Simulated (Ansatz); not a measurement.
Isolated molecules relaxed with PBE0-D4/def2-TZVP in Ansatz; ΔE leaves out vibrations. CCSD(T)/CBS adds triple-zeta CCSD(T) − MP2 to the extrapolated MP2 energy (def2 sets, frozen cores). Functionals use def2-TZVPP. For Se outer-core shells are correlated without core-valence functions, which leaves a few kJ/mol of doubt a bond. Scalar relativity is left out up to krypton. One conformer a species, not always the lowest.

`N=C([SeH])[SiH2]Cl` + `NCF` → `FCN[SiH2]Cl` + `N=C[SeH]`  (ligand exchange at the Si–C bond)

CCSD(T)/CBS gives -11.7 kcal/mol.

Q: Another level gave -12.6 kcal/mol. Which?
A. HF/def2-TZVPP
B. ωB97X-V/def2-TZVPP
C. PBE0-D4/def2-TZVPP
D. PBE-D4/def2-TZVPP

A: B. ωB97X-V -12.6, HF/def2-TZVPP -16.7, PBE0-D4 -11.0, PBE-D4 -9.5 kcal/mol.

Largest T1 diagnostic among the species: 0.012.

From PBE to PBE0 (25 % exact exchange), in def2-TZVPP and without D4, ΔE moves by −1.4 kcal/mol. The D4 term adds +1.3 kcal/mol with B3LYP and +0.7 kcal/mol with PBE0; it sums over pairs of atoms, weighted by their polarisabilities, and B3LYP, whose exchange is more repulsive, gets the larger term. In def2-TZVPP, CCSD(T) changes the Hartree–Fock value by +4.7 kcal/mol (the triples alone add +1.0 kcal/mol) and MP2 by +4.8 kcal/mol.

B3LYP here is the variant with VWN-RPA as its local correlation; programs differ in this.
